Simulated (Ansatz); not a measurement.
Molecule: CH2BF2 (charge 0, doublet). It need not be the lowest isomer of its formula. 
Coordinates optimised at B3LYP-D3(BJ)/def2-TZVP (Ansatz, a first-principles code):
```xyz
6

B      0.0251     0.0049    -0.0022
F      0.5583     1.1349     0.4529
F      0.8587    -0.8586    -0.5747
C     -1.4693    -0.2865     0.1263
H     -2.1527     0.4126     0.5913
H     -1.9090    -1.2046    -0.2422
```
Charge 0, spin multiplicity 2.

Basis-set convergence of Hartree-Fock and CCSD(T) correlation energies (hartree) with Ansatz. Valence correlation only, unless marked. UHF or UKS for open shells. No spin-orbit coupling. No relativistic terms.

```tsv
basis	functions	E(HF)	E(corr, CCSD(T))
aug-cc-pVDZ	110	-262.71982	-0.63859
aug-cc-pVTZ	230	(withheld)	(withheld)
```

Q: What belongs in the gaps?

A: 
- aug-cc-pVTZ, E(HF): -262.80104
- aug-cc-pVTZ, E(corr, CCSD(T)): -0.79034
